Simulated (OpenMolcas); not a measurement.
# Sm IV: effect of the basis set

```json
{
 "Program": "OpenMolcas",
 "Method": "SS-CASPT2, IPEA 0.25 Eh, imaginary shift 0.1 Eh (closed shells correlated: 5s 5p)",
 "Active space": "5 electrons in 7 orbitals (4f)",
 "State averaging": "2S+1 = 6 odd, 21 roots; 2S+1 = 4 odd, 224 roots (128 in the spin-orbit step); 2S+1 = 2 odd, 249 roots kept (CI in the orbitals of an earlier block, 143 in the spin-orbit step)",
 "Spin-orbit coupling": "RASSI with atomic mean-field integrals over the reference wave functions, term energies averaged over their components"
}
```

A. ANO-R1 [7s5p3d2f], X2C, finite nucleus; CASPT2 step about 90 core-seconds
B. ANO-RCC-VDZP [7s6p4d2f1g], DKH2, point nucleus; CASPT2 step about 120 core-seconds
C. ANO-R2 [8s6p5d3f1g], X2C, finite nucleus; CASPT2 step of the order of 100 core-seconds
D. ANO-RCC-VTZP [8s7p5d3f2g1h], DKH2, point nucleus; CASPT2 step roughly 5 core-minutes
E. ANO-R3 [9s8p6d5f3g1h], X2C, finite nucleus; CASPT2 step about 8 core-minutes
F. ANO-RCC-VQZP [9s8p6d4f3g2h], DKH2, point nucleus; CASPT2 step roughly 6 core-minutes

Energies in cm-1 above 4f5 6H* 5/2.

```tsv
Level	A	B	C	D	E	F
4f5 6H* 5/2	0.0	0.0	0.0	0.0	0.0	0.0
4f5 6H* 7/2	1050	1120	1133	1128	1134	1128
4f5 6H* 9/2	2290	2440	2460	2450	2460	2450
4f5 6H* 11/2	3680	3890	3920	3900	3910	3900
4f5 6H* 13/2	5160	5420	5470	5430	5440	5420
4f5 6H* 15/2	6710	7020	7070	7020	7010	7000
4f5 6F* 1/2	7510	7170	7110	6890	6780	6840
4f5 6F* 3/2	7780	7430	7370	7150	7030	7100
4f5 6F* 5/2	8310	7980	7920	7680	7560	7630
4f5 6F* 7/2	9200	8910	8860	8620	8500	8570
4f5 6F* 9/2	10420	10200	10160	9910	9800	9860
4f5 6F* 11/2	11870	11740	11710	11450	11340	11390
4f5 4F* 3/2(1)	21200	20040	19770	19390	18870	19100
4f5 4G* 7/2(1) [58 %]	22790	21690	21460	21060	20550	20760
4f5 4M* 15/2 [68 %]	23210	23420	23300	23180	23000	23010
4f5 4I* 9/2(1)	23270	22660	22490	22230	21850	21980
4f5 4I* 11/2(1)	23840	23300	23130	22880	22520	22640
4f5 4I* 13/2(1) [64 %]	24540	24070	23900	23650	23310	23420
4f5 4M* 17/2	24860	25200	25110	25000	24870	24840
4f5 4F* 5/2(1) [51 %]	25010	23980	23760	23340	22830	23040
4f5 4G* 9/2(1) [72 %]	25570	24550	24340	23920	23400	23610
4f5 4I* 15/2(1) [58 %]	25720	25400	25250	25020	24710	24790
4f5 4M* 19/2	26390	26810	26740	26620	26500	26470
4f5 4M* 21/2	27750	28250	28180	28060	27950	27900
```

Among A to F the level of the table that moves most is 4f5 4F* 3/2(1), by 2300 cm-1 (lowest in E, highest in A). Moves below CASPT2's spread within the term are not significant.

CASPT2 does not keep the components of a term degenerate, so their means are used; among the terms shown or strongly mixed into the levels shown the widest spread is 140 cm-1 (4f5 4K*, F). High states are left out of the spin-orbit mixing, which shifts the levels that they would mix with. The basis is small and was not contracted for so high a charge (holds for A; B). Levels of configurations outside the active space are missing. The table leaves out levels that lie high or whose names do not pair safely across all columns.

A share in square brackets marks a mixed level and gives the weight of the term that names it, the lowest over the columns. A number in round brackets counts repeated terms of one configuration in the order of the reference energies. * marks odd parity.
